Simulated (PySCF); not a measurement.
SMILES O/C=C\[SeH], PBE/def2-SVP optimised geometry.

```
8

O      1.49    -0.91     0.00
C      0.15    -0.91     0.00
C     -0.66     0.19     0.00
Se     0.14     1.93     0.11
H      1.75     0.05     0.01
H     -0.27    -1.93     0.00
H     -1.75     0.09     0.01
H      0.17     2.22    -1.35
```

Density from PySCF with PBE/def2-TZVP at that geometry.

Minimum of the electron density along straight lines between bonded atoms, close to the bond critical point (lines longer than 1.1 times the sum of covalent radii, or with two minima, are not listed):

| bond | length / Å | ρ at the minimum / e bohr⁻³ | ∇²ρ there / e bohr⁻⁵ | position (fraction from the first atom) |
|---|---|---|---|---|
| O1–C2 | 1.340 | 0.308 | ? | 0.65 |
| C2–C3 | 1.357 | 0.332 | -0.94 | 0.52 |
| C3–Se4 | 1.921 | 0.153 | -0.15 | 0.48 |
| O1–H5 | 0.994 | 0.330 | ? | 0.80 |
| C2–H6 | 1.104 | 0.276 | -0.96 | 0.65 |
| C3–H7 | 1.098 | 0.271 | -0.91 | 0.65 |
| Se4–H8 | 1.494 | 0.168 | ? | 0.63 |

Some entries are withheld; supply them.


- O1–C2, ∇²ρ there / e bohr⁻⁵: -0.61
- O1–H5, ∇²ρ there / e bohr⁻⁵: -2.09
- Se4–H8, ∇²ρ there / e bohr⁻⁵: -0.30
